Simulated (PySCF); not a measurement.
Geometry:
| atom | x (Å) | y (Å) | z (Å) |
| --- | --- | --- | --- |
| C1 | 2.990 | -0.454 | 0.778 |
| C2 | 1.756 | -0.176 | 0.081 |
| C3 | 0.720 | 0.027 | -0.489 |
| C4 | -0.500 | 0.348 | -1.188 |
| Cl5 | -0.168 | 1.748 | -2.296 |
| C6 | -1.639 | 0.721 | -0.242 |
| C7 | -2.047 | -0.470 | 0.617 |
| H8 | 2.779 | -0.768 | 1.800 |
| H9 | 3.539 | -1.245 | 0.269 |
| H10 | 3.606 | 0.445 | 0.805 |
| H11 | -0.793 | -0.478 | -1.845 |
| H12 | -2.489 | 1.064 | -0.833 |
| H13 | -1.313 | 1.544 | 0.397 |
| H14 | -2.844 | -0.183 | 1.299 |
| H15 | -1.201 | -0.825 | 1.200 |
| H16 | -2.404 | -1.289 | -0.004 |

Geometry: GFN2-xTB; GIAO shifts from PySCF 2.14, gas phase, non-relativistic, averaged over equivalent atoms.

At WP04/MINI (48 basis functions, 9.7 s wall time on 1 thread of an Arm Neoverse N1, shared host):
```tsv
atoms	δ (ppm)
C2	48.1
C3	43.1
C4	40.5
C6	29.1
C7	16.9
C1	14.3
H11	3.43
H13	2.10
H8/H9/H10	2.04
H12	1.99
H14/H15/H16	1.05
```

References, each an isolated molecule treated in the same way: TMS for ¹³C (σref 209.78) and ¹H (σref 30.43).

**Question.** Estimate the result of repeating the calculation with PBE0/6-31G.

**Answer.** 
| atoms | δ at PBE0/6-31G | change |
| --- | --- | --- |
| C2 | 84.7 | +36.6 |
| C3 | 77.2 | +34.1 |
| C4 | 54.3 | +13.8 |
| C6 | 36.3 | +7.2 |
| C7 | 14.6 | -2.3 |
| C1 | 5.9 | -8.4 |
| H11 | 4.53 | +1.10 |
| H13 | 2.18 | +0.08 |
| H8/H9/H10 | 2.00 | -0.04 |
| H12 | 2.09 | +0.10 |
| H14/H15/H16 | 1.22 | +0.17 |

Shifts are taken against calculated references (same method and geometry level): TMS for ¹³C (201.73 ppm) and ¹H (33.07 ppm).

The largest change is at C2 (alkyne carbon). Cost: 85 basis functions, 23 s wall time on 1 thread of an Arm Neoverse N1, shared host. The order of the carbon signals is the same at both levels.

Carbons that carry Cl, above all several Cl atoms, come out too deshielded, partly because spin–orbit coupling is missing.
